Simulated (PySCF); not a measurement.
CaOH, optimised at HF/6-31G*:

```xyz
3

Ca     0.9237     0.6762    -1.2507
O     -0.2060    -0.1508     0.2789
H     -0.7177    -0.5254     0.9718
```

Computed with PySCF (xtb for GFN2) and rigid-rotor harmonic-oscillator thermochemistry at 1 bar. 6-31G* has spherical d functions here. Open shells (unrestricted): CaOH (multiplicity 2). GFN2 has no spin-polarisation term. B3LYP is the form with VWN-RPA correlation.

**Question.** List the harmonic frequencies (cm⁻¹, unscaled) at this level and at the other levels, each on its own geometry.

**Answer.** 
- HF/6-31G*: 418, 418, 644, 4224
- B3LYP/6-31G*: 344, 344, 626, 3899
- GFN2-xTB: 255, 256, 535, 3707
- PBE/def2-SVP: 400, 401, 663, 3825
- PBE0/def2-TZVP: 381, 382, 637, 3993
